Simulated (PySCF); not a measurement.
**Spin-rotation constants: `BO[Si](C)(C)CC`, C₄H₁₃BOSi**

Cartesian coordinates in Å; atom numbers follow the order of the lines, from 1:
```xyz
20

B    -1.161   -1.675   -1.765
O    -0.598   -0.587   -1.291
Si   -0.263    0.481   -0.101
C    -0.563    2.197   -0.866
C    -1.366    0.223    1.436
C     1.582    0.194    0.314
C     1.883   -1.223    0.798
H    -1.891   -2.322   -1.098
H    -0.921   -1.991   -2.875
H    -0.339    2.986   -0.156
H     0.058    2.357   -1.742
H    -1.597    2.317   -1.174
H    -1.314   -0.805    1.786
H    -1.074    0.866    2.261
H    -2.407    0.434    1.210
H     2.189    0.395   -0.570
H     1.905    0.904    1.076
H     2.950   -1.356    0.970
H     1.360   -1.432    1.728
H     1.562   -1.952    0.056
```

Computed with PySCF, GIAO B3LYP/pcSseg-1 magnetisability, rotational g tensor and spin-rotation constants, non-relativistic, gas phase. Geometry: GFN2-xTB.

(1) Give the nuclear spin-rotation constants along the inertial axes (H = +C I·J) beside the isotropic shieldings.

(2) How do the rotational constants and the g tensor change when H8, H9, H10, H11, H12, H13, H14, H15, H16, H17, H18, H19, H20 are replaced by deuterium?

## Answers

(1) Rotational constants 2.0147, 1.7838, 1.4082 GHz. A star marks the isotopologue with that one atom substituted, in its own axes.
| atom | isotope | Caa (kHz) | Cbb (kHz) | Ccc (kHz) | mean (kHz) | σ (ppm) |
| --- | --- | --- | --- | --- | --- | --- |
| B1 | 11B | 0.388 | 0.696 | 0.426 | 0.503 | 52.0 |
| H8 | 1H | -0.179 | -0.111 | 0.067 | -0.075 | 26.4 |
| H9 | 1H | -0.164 | -0.007 | -0.025 | -0.065 | 26.5 |
| H10 | 1H | -0.232 | 0.021 | -0.172 | -0.128 | 31.9 |
| H11 | 1H | -0.236 | -0.200 | 0.020 | -0.139 | 31.4 |
| H12 | 1H | 0.013 | -0.203 | -0.155 | -0.115 | 31.5 |
| H13 | 1H | -0.167 | -0.118 | -0.091 | -0.125 | 31.2 |
| H14 | 1H | -0.226 | -0.025 | -0.144 | -0.131 | 32.0 |
| H15 | 1H | -0.019 | -0.219 | -0.125 | -0.121 | 31.6 |
| H16 | 1H | -0.215 | -0.212 | 0.028 | -0.133 | 31.0 |
| H17 | 1H | -0.185 | 0.003 | -0.173 | -0.118 | 31.4 |
| H18 | 1H | 0.008 | -0.197 | -0.123 | -0.104 | 30.4 |
| H19 | 1H | -0.210 | -0.198 | 0.018 | -0.130 | 30.9 |
| H20 | 1H | -0.186 | 0.014 | -0.164 | -0.112 | 30.9 |
| O2 | 17O* | -0.094 | -0.667 | -0.419 | -0.393 | 105.6 |
| Si3 | 29Si* | -1.348 | -1.177 | -0.929 | -1.151 | 326.1 |
| C4 | 13C* | 0.255 | 0.218 | 0.177 | 0.217 | 179.9 |
| C6 | 13C* | 0.300 | 0.251 | 0.201 | 0.251 | 167.6 |
| C7 | 13C* | 0.284 | 0.239 | 0.183 | 0.235 | 172.9 |

For the geometry as given, no vibrational averaging.

(2) Constants 1.6106, 1.4228, 1.1514 GHz; g -0.0099, -0.0108, -0.0079, against -0.0126, -0.0132, -0.0096 before.
